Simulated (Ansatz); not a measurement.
F3Ti, quartet, geometry from GFN2-xTB of the parent state (such geometries of metal compounds can be far from the true shape) (another spin typed on purpose, not shown lowest); Ansatz (a quantum-chemistry and plane-wave program) with HF/STO-3G.

Ansatz was given this input:
Ansatz 0.2 input:
```yaml
crystal:
  periodic: [false, false, false]
  atoms:
    - {symbol: Ti, position_ang: [0.00000000, -0.00000000, -0.00000000]}
    - {symbol: F, position_ang: [-1.44890707, -0.87306393, 0.07165357]}
    - {symbol: F, position_ang: [0.02042256, 1.55241999, -0.67548625]}
    - {symbol: F, position_ang: [1.42848452, -0.67935606, 0.60383267]}
basis:
  gaussian:
    orbitals: STO-3G
hamiltonian:
  xc: hf
magnetization: {spin_polarized: false, initial_magnetization: 3}
```

The log (banner, timings and long lists left out):

```
Functional definition: HF
460 factors; integrals over basis functions are off by at most 1.4e-4 eV
mean field evaluation 1: about -30850.0224 eV, gradient 1.6e1 eV
mean field evaluation 2: about -30850.1382 eV, gradient 1.6e1 eV
mean field evaluation 4: about -30851.9514 eV, gradient 3.4e0 eV
mean field evaluation 8: about -30851.6853 eV, gradient 4.9e0 eV
mean field evaluation 16: about -30854.2283 eV, gradient 1.9e-4 eV
mean field evaluation 32: about -30854.4581 eV, gradient 2.3e-5 eV
mean field evaluation 64: about -30854.2096 eV, gradient 5.9e-1 eV
mean field evaluation 96: about -30852.1788 eV, gradient 5.3e-1 eV
mean field evaluation 128: about -30851.3794 eV, gradient 7.1e-1 eV
mean field evaluation 160: about -30850.8532 eV, gradient 8.1e0 eV
mean field evaluation 192: about -30851.4886 eV, gradient 2.3e0 eV
mean field evaluation 224: about -30851.6088 eV, gradient 2.4e-5 eV
mean field -30854.45806777 eV, -1133.8804200876 hartree, gradient 6.4e-6 eV, S^2 3.750000; 4 other end points of the search recorded, 0 dependent functions left out
reference -30854.45806777 eV, -1133.8804200876 hartree; 26, 23 occupied and 7, 10 virtual orbitals, 460 factors
Total energy: -30854.45806777 eV, -1133.8804200876 hartree
```
